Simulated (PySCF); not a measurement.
NMR data simulated for an unnamed compound:

1H NMR (400 MHz, computed): δ 8.98 (dd, J = 5.7, 1.0 Hz, 2H), 7.42 (dd, J = 5.7, 1.0 Hz, 2H).

13C{1H} NMR (computed): δ 156.6 (CH), 131.3 (CH), 125.3 (C), 122.9 (C).

[PySCF 2.14: PBE0/pcSseg-1 with gauge-including orbitals; J: B3LYP/pcJ-1 (spin–dipole term only in couplings to heteroatoms); geometry from PBE0-D3(BJ)/def2-SVP; averaged over atoms made equivalent by symmetry, fast rotation or ring inversion; non-relativistic Hamiltonian; a single conformation; no solvent model]

Referencing at the same level of theory: 1H (σ = 31.27 ppm), 13C (σ = 184.41 ppm) against TMS.

Which of these does the molecule contain: a nitrile, a Si–CH3 group, a methoxy group, a heteroaromatic ring, a (CH3)2CH unit?

## Answers


- A nitrile: yes (δC 122.9).
- A Si–CH3 group: no.
- A methoxy group: no.
- A heteroaromatic ring: yes.
- A (CH3)2CH unit: no.

The data belong to SMILES N#Cc1ccncc1, C$_{6}$H$_{4}$N$_{2}$; they needn't prove each group on their own.

Carbon signals by region: 4 in the sp2 and nitrile region (100–160 ppm).

Splittings below 1 Hz are ignored in the labels, and close J values are merged. Couplings among chemically equivalent protons are left out too, so labels in AA′BB′ or AA′XX′ sets are apparent multiplicities. Unscaled 3J(H,H) at this level run about 10 % above measured values. Shifts are as computed. Against solution values, carbons near 30 ppm lie about +2 ppm off and those near 130 ppm about +5 ppm. Of 1211 compounds with measured shifts, 218 miss one by over three times the rms of a fit or turn the order of signals round; such compounds aren't used in these exercises.
